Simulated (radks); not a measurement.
Values are calculated unless marked as measured or tabulated.
Question: All-electron atom: Os4+ in [Xe] 4f14 5d4. Code: a radial shooting solver on a logarithmic mesh with Libxc functionals. Model: Dirac Kohn-Sham, PBE, spin-unpolarised, spherical densities, finite nucleus; open shells are shared between the two j in proportion to 2j + 1; Fermi nuclear charge, rms radius 5.4126 fm. Some entries of the table are withheld. Estimate them.

orbital  occ.  eigenvalue (hartree)  r(max) (bohr)
1s1/2       2             -2711.430        0.01103
2s1/2       2             -473.3108        0.06360
2p1/2       2             -453.3315        0.04710
2p3/2       4             -397.0627        0.05415
3s1/2       2             -111.4383         0.1790
3p1/2       2                   (1)         0.1674
3p3/2       4                   (2)         0.1818
3d3/2       4             -75.15995         0.1421
3d5/2       6             -72.50167         0.1461
4s1/2       2             -24.85054         0.4053
4p1/2       2                   (3)         0.4044
4p3/2       4                   (4)         0.4344
4d3/2       4             -12.01700         0.4295
4d5/2       6             -11.48304         0.4389
5s1/2       2              -5.02486         0.9132
5p1/2       2              -3.85192         0.9713
4f5/2       6                   (5)         0.4032
4f7/2       8                   (6)         0.4080
5p3/2       4              -3.38782          1.050
5d3/2     1.6              -1.79936          1.277
5d5/2     2.4              -1.74762          1.310

Answer: 
(1) 3p1/2 eigenvalue (hartree): -102.4772
(2) 3p3/2 eigenvalue (hartree): -90.20630
(3) 4p1/2 eigenvalue (hartree): -21.08544
(4) 4p3/2 eigenvalue (hartree): -18.20329
(5) 4f5/2 eigenvalue (hartree): -3.65293
(6) 4f7/2 eigenvalue (hartree): -3.54958
